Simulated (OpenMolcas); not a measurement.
**Se²⁺: effect of the IPEA shift**

```json
{"Program": "OpenMolcas", "Basis": "ANO-R3 [7s6p5d4f2g]", "Scalar Hamiltonian": "X2C, finite nucleus", "Active space": "2 electrons in 3 orbitals (4p)", "State averaging": "2S+1 = 3 even, 3 roots; 2S+1 = 1 even, 6 roots", "Spin-orbit coupling": "RASSI with atomic mean-field integrals over the reference wave functions, term energies averaged over their components"}
```

Methods on the same reference wave functions:
A. CASSCF
B. SS-CASPT2, IPEA 0 Eh, imaginary shift 0.1 Eh (closed shells correlated: 3d 4s)
C. SS-CASPT2, IPEA 0.25 Eh, imaginary shift 0.1 Eh (closed shells correlated: 3d 4s)

Energies in cm-1 above 4s2 4p2 3P0, the measured ground level; measured values from Moore, Atomic Energy Levels, vol. II, NSRDS-NBS 35 (1971 reprint of NBS Circular 467, 1952).

| Level | A | B | C | Measured |
| --- | --- | --- | --- | --- |
| 4s2 4p2 3P0 | 0.0 | 0.0 | 0.0 | 0.0 |
| 4s2 4p2 3P1 | 1471 | 1541 | 1544 | 1741 |
| 4s2 4p2 3P2 | 3559 | 3570 | 3560 | 3937 |
| 4s2 4p2 1D2 | 15467 | 13010 | 12690 | 13032 |
| 4s2 4p2 1S0 | 34273 | 28160 | 27890 |  |

Deviations, from unrounded energies. A percentage is the sum of absolute deviations over the sum of measured energies, with the sign that they share, or ± where signs differ.

| Against measurement | Levels | A | B | C |
| --- | --- | --- | --- | --- |
| mean absolute deviation (cm-1) | 3 | 1000 | 200 | 310 |
| fine structure of the ground term (%) | 2 | -11.4 | -10.1 | -10.1 |
| other terms of the ground configuration (%) | 1 | +18.7 | -0.1 | -2.6 |

B lies closest to measurement on these levels and A furthest from it. The largest miss of B in the table is 4s2 4p2 3P2, by -370 cm-1. The ranking rests on the paired levels alone, and a cruder setting can come out closer through cancelling errors.

Between B and C the level of the table that moves most is 4s2 4p2 1D2, by 330 cm-1 (lowest in C, highest in B). Moves below CASPT2's spread within the term are not significant.

From A to B the spin-free energies of the other terms of 4s2 4p2 shown, above 3P, scale by a factor of 0.80.

The lowest spin-free term lies below A's lowest term by 0.568 hartree in B, 0.561 hartree in C.

CASPT2 does not keep the components of a term degenerate, so their means are used; among the terms shown or strongly mixed into the levels shown the widest spread is 83 cm-1 (4s2 4p2 1D, C). With the s shell closed, the reference lacks s² → p² mixing. Measured partners are found by configuration, term and J. A level has none where our copy of the source lacks it or the pairing is in doubt (some pairs that miss far off the trend of their configuration count as doubtful), and it then counts in no deviation. Only configurations of the active space appear.
